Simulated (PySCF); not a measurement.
## Bond curve of BeI⁻

Set-up: Be aug-cc-pVDZ, I aug-cc-pVDZ-PP with ECP28; scalar-relativistic core potentials (PySCF 2.14). Energies in eV from Be + I⁻ in their ground configurations at the same level. State: ¹Σ⁺ (singlet), closed shell.

```tsv
R (Å)	PBE	TPSS	PBE0
2.144	-0.6795	-0.5702	-0.5934
2.244	-0.8477	-0.7504	-0.7629
2.343	-0.9334	-0.8459	-0.8495
2.418	-0.9612	-0.8798	-0.8780
2.493	-0.9674	-0.8913	-0.8848
2.568	-0.9580	-0.8867	-0.8763
2.667	-0.9291	-0.8634	-0.8487
2.792	-0.8764	-0.8170	-0.7981
2.942	-0.8008	-0.7483	-0.7256
3.141	-0.6938	-0.6495	-0.6235
```

**Question.** Put a parabola through the three lowest points of the PBE curve and estimate Re, k and ωe (reduced mass 8.415 u; 1 eV/Å² = 0.16022 mdyn/Å; ωe = 1302.8·√(k/μ) cm⁻¹).

**Answer.** Through R = 2.418, 2.493, 2.568 Å the second-order coefficient is 1.39 eV/Å², so Re ≈ 2.485 Å, k ≈ 0.444 mdyn/Å and ωe ≈ 299 cm⁻¹. A polynomial fit of higher order to the unrounded PBE energies gives Re = 2.481 Å, k = 0.464 mdyn/Å, ωe = 306 cm⁻¹; anharmonicity and rounding make the difference.

The higher-order fit for each curve: PBE: Re = 2.481 Å, ωe = 306 cm⁻¹, De = 0.97 eV; TPSS: Re = 2.505 Å, ωe = 295 cm⁻¹, De = 0.89 eV; PBE0: Re = 2.485 Å, ωe = 302 cm⁻¹, De = 0.88 eV.

Spin–orbit coupling is left out. For an ion De counts to the pair picked by the measured ionisation energies or electron affinities, which need not be the lowest pair at this level. The highest Kohn–Sham level is positive in this anion. Much of that is self-interaction error, but it also means that the finite basis helps to hold the extra electron.
